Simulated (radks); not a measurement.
Charge is removed step by step from the 3d5/2 level of neutral zinc, starting from [Ar] 3d(3/2: 4, 5/2: 6) 4s2. All-electron calculation, Dirac Kohn-Sham, PBE, spin-unpolarised, spherical densities, finite nucleus; Fermi nuclear charge, rms radius 3.9283 fm. Program: a radial shooting solver on a logarithmic mesh with Libxc functionals.

removed (e)  E - E(0) (eV)  eigenvalue (eV)  E minus straight line (eV)
0                    0.000           -9.998                       0.000
0.25                 2.951          -13.660                      -1.485
0.5                  6.852          -17.585                      -2.021
0.75                11.764          -21.752                      -1.546
1                   17.747          -26.144                       0.000

Removing the whole electron costs 17.747 eV by Delta-SCF, against 9.998 eV from minus the eigenvalue at the starting occupation. Slater's transition state (half an electron removed) gives 17.585 eV. Integrating minus the eigenvalue over the occupation (Janak's theorem) gives 17.747 eV. The mean slope of the eigenvalue, de/dn, is 16.1 eV per electron.
